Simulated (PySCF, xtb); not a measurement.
H₄Si₂, SMILES [SiH][SiH3] (connectivity only; charge and spin as stated), neutral, multiplicity 1.

GFN2-xTB in xtb at its own geometry gives an orbital gap of 1.74 eV and a dipole moment of 1.22 D.

Coordinates come from a PBE0-D3(BJ)/def2-TZVP optimisation. The isomer is the one that the SMILES or the coordinates give; other isomers of the formula were not compared.

Task: What does HF/def2-TZVPD in PySCF give? (The exact figures need the calculation; the answer reports its results.)

Result: gap 8.68 eV (levels -8.82 and -0.14 eV), dipole 0.22 D.
